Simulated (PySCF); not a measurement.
CdI2, SMILES [I][Cd][I].

Coordinates come from a r2SCAN-D4/def2-SVP optimisation. The isomer is the one that the SMILES or the coordinates give; other isomers of the formula were not compared. The def2 effective core potentials stand for the cores of Cd, I; spin–orbit coupling is left out.

Two levels are set side by side: PBE/def2-TZVPD (PySCF) and r2SCAN/def2-TZVPD (PySCF). Same geometry, gas phase. Differences are taken from unrounded values.

```csv
quantity,PBE
orbital gap (eV),3.43
highest occupied level (eV),-6.63
lowest empty level (eV),-3.19
mean polarisability (bohr³),114.6
```

Question: These are the PBE values. What does r2SCAN give? (An estimate is asked for; the answer gives what the named calculation found.)

Answer: 
```json
[
 {"quantity": "orbital gap (eV)", "r2SCAN": "3.90", "PBE minus r2SCAN": "-0.47"},
 {"quantity": "highest occupied level (eV)", "r2SCAN": "-6.91", "PBE minus r2SCAN": "0.28"},
 {"quantity": "lowest empty level (eV)", "r2SCAN": "-3.00", "PBE minus r2SCAN": "-0.19"},
 {"quantity": "mean polarisability (bohr³)", "r2SCAN": "110.3", "PBE minus r2SCAN": "4.2"}
]
```

Rough cost on one machine, each run with all the roots and properties that it gave: r2SCAN against PBE about 2 times.
